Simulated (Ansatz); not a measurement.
Zn, singlet. Base run: SVWN5/6-31G** (Ansatz, a quantum-chemistry and plane-wave program).

Geometry (Å):
```xyz
1

Zn     0.0000     0.0000     0.0000
```
Charge 0, spin multiplicity 1.
All else is at Ansatz's defaults.

Each row names what was changed in the base input (with any setting that the change needs).

| change | E (Eh) |
|---|---|
| base | -1776.13072 |
| functional = B97M-V | -1778.67380 |
| functional = pbe0; dispersion = d4 | -1778.78888 |
| functional = lc_wpbe | -1778.78304 |
| functional = wB97X-V | -1778.86175 |
| functional = wB97M-V | ___ |
| functional = b3lyp5 | ___ |
| functional = hse06 | ___ |
| functional = pbe0 | -1778.78888 |
| functional = cam_b3lyp | -1779.14620 |
| functional = revpbe | -1778.90862 |
| functional = pbe0; dispersion = d3bj | -1778.78888 |
| functional = hf | ___ |

Question: Complete the blanks.

Answer: 
- functional = wB97M-V, E (Eh): -1778.94115
- functional = b3lyp5, E (Eh): -1778.97093
- functional = hse06, E (Eh): -1778.78778
- functional = hf, E (Eh): -1777.48275

Total energies compare only within one method and basis.
